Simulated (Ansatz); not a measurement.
The first iterations of a band of C$_{2}$H$_{6}$OSSi (11 atoms, charge 0, multiplicity 1).

Computed with Ansatz, RKS revPBE-D4/def2-SVP.

| Property | Result |
| --- | --- |
| movable images | 7 |
| climbing image | yes |
| spring | 5.0 eV/Å² |
| optimiser | quadratic models (default) |
| start path | through a guess of the saddle point |
| force threshold | 0.5 eV/Å |
| iteration limit | 60 |
| end points | relaxed |

Initial state:

```xyz
11
Properties=species:S:1:pos:R:3
C -1.118 1.296 0.076
O -0.181 1.066 -0.992
C 0.649 0.008 -0.934
Si 0.739 -1.300 0.481
S 1.724 -0.267 -2.154
H -1.677 2.207 -0.204
H -0.595 1.464 1.040
H -1.824 0.446 0.181
H -0.225 -1.076 1.622
H 2.133 -1.264 1.032
H 0.440 -2.637 -0.129
```

Final state:

```xyz
11
Properties=species:S:1:pos:R:3
C -0.599 2.018 0.306
O -1.304 1.048 0.491
C -0.027 -0.814 -1.150
Si 0.515 -1.442 0.563
S 0.956 0.097 -2.097
H -0.938 3.061 0.585
H 0.433 1.941 -0.157
H -1.035 -1.099 -1.525
H -0.657 -1.872 1.402
H 1.304 -0.363 1.245
H 1.417 -2.633 0.357
```

| iteration | highest image above the first end (eV) | largest band force component (eV/Å) |
| --- | --- | --- |
| 1 | 39.470 | 177.671 |
| 2 | 8.330 | 27.290 |
| 3 | 5.945 | 17.554 |
| 4 | 6.068 | 4.511 |
| 5 | 4.977 | 4.023 |
| 6 | 4.219 | 4.794 |
| 7 | 3.974 | 4.763 |
| 8 | 3.898 | 4.315 |
| 9 | 3.860 | 3.428 |
| 10 | 3.997 | 1.544 |
| 11 | 4.277 | 3.914 |

Task: Does the band converge within its limit, and where does its top end?

Result: The forces met the threshold. It ended after 35 iterations with the highest image 2.504 eV above the first end. The threshold of 0.5 eV/Å is loose, so the images may lie well off the minimum-energy path. Neighbouring images differ by up to 2.1 eV, so the band resolves the path poorly. The order of the stationary point at the top wasn't checked. The orbitals stay closed-shell, which can raise the energy where a bond breaks towards radicals; this wasn't checked here.

The run took 6.8 min on 2 threads of Arm Neoverse V2 (shared host), peak memory 0.15 GiB.
